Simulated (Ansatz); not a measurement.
Consider the cleavage of the Si–Ga bond: `O[SiH2][Ga]1[CH2][S]1` + `O[SiH](F)F` → `O[SiH2]O[SiH](F)F` + `[CH2]1[S][GaH]1`.

Gas-phase electronic energies from Ansatz, PBE0-D4/def2-TZVP geometries. CBS: MP2 limit from def2 TZ/QZ plus the TZ coupled-cluster correction, frozen cores. Functionals use def2-TZVPP. B3LYP here is the variant with VWN-RPA as its local correlation; programs differ in this. For Ga outer-core shells are correlated without core-valence functions, which leaves a few kJ/mol of doubt a bond. Scalar relativity is left out up to krypton. One conformer a species, not always the lowest.

| level | ΔE (eV) |
| --- | --- |
| PBE-D4 | -0.80 |
| ωB97M-V | -1.10 |
| B2PLYP | -1.08 |
| B3LYP | -1.03 |
| HF/def2-TZVPP | -1.37 |
| SCS-MP2/def2-TZVPP | -1.16 |
| CCSD(T)/def2-TZVPP | -1.08 |
| HF/CBS(def2) | -1.41 |

Task: What does CCSD(T)/CBS give? (Estimate.)

Result: The calculation gave: -1.04 eV. The listed levels differ from it by 0.24, -0.06, -0.04, 0.01, -0.33, -0.12, -0.04, -0.37 eV.

Largest T1 diagnostic among the species: 0.015.

From PBE to PBE0 (25 % exact exchange), in def2-TZVPP and without D4, ΔE moves by −0.12 eV. In def2-TZVPP, CCSD(T) changes the Hartree–Fock value by +0.29 eV (the triples alone add +0.05 eV) and MP2 by +0.27 eV.
